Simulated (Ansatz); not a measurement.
Reactions of `CCSC(C)(C)C`.

Computed with Ansatz on PBE0-D4/def2-TZVP structures; ΔE is electronic, products minus reactants. CCSD(T)/CBS is the MP2 limit (def2-TZVPP, def2-QZVPP) plus CCSD(T) − MP2 in def2-TZVPP, frozen cores. This one scheme is used for every species, atoms too. For atomizations the MP2-based limit and the directly extrapolated one differ by several kJ/mol either way, and by 10 to 25 for some Ge, Se and Sn compounds, so smaller differences from it don't rank the levels. No spin–orbit coupling; open shells (•) take unrestricted orbitals. Spin–orbit coupling would lower the free atoms: a little for C, S. Elements past krypton have def2 core potentials. For Ge, In outer-core shells are correlated without core-valence functions, so the limit isn't a true one: a few kJ/mol of doubt a bond, and 10 to 20 or more in all where bonds break to atoms. Scalar relativity is left out up to krypton. Each species was taken in one conformer, which may not be the lowest.

(1) Order these by ΔE at CCSD(T)/CBS, lowest first. (Best estimate.)
A. `CCSC(C)(C)C` + `C[N](C)[In]([OH])[O][SiH3]` → `C[O][In]([O][SiH3])[N](C)C` + `CCSC(C)C`
B. `CCSC(C)(C)C` + `[OH][Ge][F]` → `CC(C)(C)[O][Ge][F]` + `CCS`
C. `CCSC(C)(C)C` → 6 C• + 14 H• + S•
D. `CCSC(C)(C)C` + propene → `C=C(C)CC` + `CC(C)(C)S`
E. `CCSC(C)(C)C` + H₂ → `CSC(C)(C)C` + CH₄
F. `CCSC(C)(C)C` → `CCS` + isobutene
G. `CCSC(C)(C)C` → `CSC(C)(C)C` + `[CH2]` (triplet)

Largest T1 diagnostic: 0.015, for `C[O][In]([O][SiH3])[N](C)C`.

Results:

(1) E (-0.68 eV), D (-0.17 eV), B (+0.27 eV), A (+0.77 eV), F (+1.00 eV), G (+4.53 eV), C (+84.59 eV).
